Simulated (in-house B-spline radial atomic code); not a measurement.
Radial electron density of the zinc ion Zn³⁺, [Ar] 3d9. Method: scalar-relativistic (X2C) PW91, spin-polarised, spherical fractional occupations, Fermi nucleus of rms radius 3.9283 fm. Calculated with an all-electron radial atomic-structure program (B-spline basis).

One-electron X2C: radii and densities carry no picture-change correction, so inner-shell <1/r> comes out high (for 1s by about 2 % at Z = 33, 5 % at 54, 10 % at 75, 30 % at 118) and <r> low.

Columns: r (bohr), 4πr²n(r) (electrons per bohr), bar.

```
 0.00194    1.081 #
 0.00232    1.474 ##
 0.00277    1.995 ##
 0.00331    2.691 ###
 0.00396    3.618 ####
 0.00473    4.816 #####
 0.00565     6.36 #######
 0.00675    8.318 #########
 0.00807    10.76 ###########
 0.00964     13.7 ##############
  0.0115    17.13 ##################
  0.0138    21.11 ######################
  0.0165    25.27 ###########################
  0.0197    29.34 ###############################
  0.0235    32.91 ###################################
  0.0281    35.53 #####################################
  0.0336    36.68 #######################################
  0.0401    36.13 ######################################
  0.0479    34.12 ####################################
  0.0573    31.45 #################################
  0.0684    29.46 ###############################
  0.0818    29.48 ###############################
  0.0977    32.14 ##################################
   0.117    36.74 #######################################
    0.14    40.91 ###########################################
   0.167    41.86 ############################################
   0.199     38.2 ########################################
   0.238    30.85 ################################
   0.284    23.45 #########################
    0.34    19.51 #####################
   0.406    20.23 #####################
   0.485    23.13 ########################
    0.58    24.45 ##########################
   0.693     22.1 #######################
   0.828    16.87 ##################
    0.99    10.95 ############
    1.18    6.206 #######
    1.41    3.064 ###
    1.69    1.313 #
    2.02   0.4952 #
    2.41   0.1593 
    2.88  0.03994
```

On this grid the curve has 3 maxima, near 0.0336, 0.167, 0.58 bohr.

The 3d up radial function P(r) = rR(r), positive near the nucleus:

| r (bohr) | P |
| --- | --- |
| 0.0165 | 0.001294 |
| 0.0235 | 0.003446 |
| 0.0336 | 0.009049 |
| 0.0479 | 0.02277 |
| 0.0684 | 0.0548 |
| 0.0977 | 0.1235 |
| 0.14 | 0.2564 |
| 0.199 | 0.4675 |
| 0.284 | 0.7442 |
| 0.406 | 0.9962 |
| 0.58 | 1.086 |
| 0.828 | 0.9482 |
| 1.18 | 0.6611 |
| 1.69 | 0.3493 |
| 2.41 | 0.129 |
